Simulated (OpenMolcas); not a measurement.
**Si III: effect of the IPEA shift**

```
Program             : OpenMolcas 26.06
Basis               : ANO-RCC-VTZP [5s4p2d1f]
Scalar Hamiltonian  : DKH2, point nucleus
Active space        : 2 electrons in 8 orbitals (3s 3p 4s 4p)
State averaging     : 2S+1 = 3 even, 3 roots; 2S+1 = 1 even, 7 roots; 2S+1 = 3 odd, 3 roots; 2S+1 = 1 odd, 3 roots
Spin-orbit coupling : state interaction with AMFI integrals over the reference wave functions, term energies averaged over their components
```

Methods on the same reference wave functions:
A. CASSCF
B. MS-CASPT2, IPEA 0 Eh, imaginary shift 0.1 Eh (closed shells correlated: 2s 2p)
C. MS-CASPT2, IPEA 0.25 Eh, imaginary shift 0.1 Eh (closed shells correlated: 2s 2p)

Energies in cm⁻¹ above 3s² ¹S₀, the measured ground level; measured values from NIST levels in Kelleher and Podobedova, J. Phys. Chem. Ref. Data 37, 1285 (2008).

| Level | A | B | C | Measured |
| --- | --- | --- | --- | --- |
| 3s² ¹S₀ | 0.0 | 0.0 | 0.0 | 0.0 |
| 3s 3p ³P°₀ | 52482 | 51969 | 52019 | 52725 |
| 3s 3p ³P°₁ | 52589 | 52076 | 52126 | 52853 |
| 3s 3p ³P°₂ | 52805 | 52292 | 52342 | 53115 |
| 3s 3p ¹P°₁ | 93039 | 84708 | 85048 | 82884 |

Deviations, from unrounded energies. A percentage is the sum of absolute deviations over the sum of measured energies, with the sign that they share, or ± where signs differ.

```
           Against measurement  Levels     A     B     C
mean absolute deviation (cm-1)       4  2700  1000  1100
      other configurations (%)       4  ±4.5  ±1.7  ±1.8
```

B, C lie about equally close to measurement and A furthest from it. The largest miss of B in the table is 3s 3p ¹P°₁, by +1800 cm-1. The ranking rests on the paired levels alone, and a cruder setting can come out closer through cancelling errors.

Between B and C the level of the table that moves most is 3s 3p ¹P°₁, by 340 cm-1 (lowest in B, highest in C).

The lowest spin-free term lies below A's lowest term by 0.022 hartree in B, 0.021 hartree in C.

Over all roots computed the reference weight is 0.88 to 1.00 in B, 0.90 to 1.00 in C; the roots of lowest weight are the least certain, and an intruder state may touch them. The run also gave levels led by 3s 4s, which use shells meant for correlation; these and all levels above them are left out. Computed and measured levels are paired by configuration, term and J; levels that our copy of the source lacks, or whose pairing is in doubt (as where it misses far off the trend of its configuration), stay unpaired and out of the deviations. Levels of configurations outside the active space are missing. The table leaves out levels that lie high or whose names do not pair safely across all columns.

° marks odd parity.
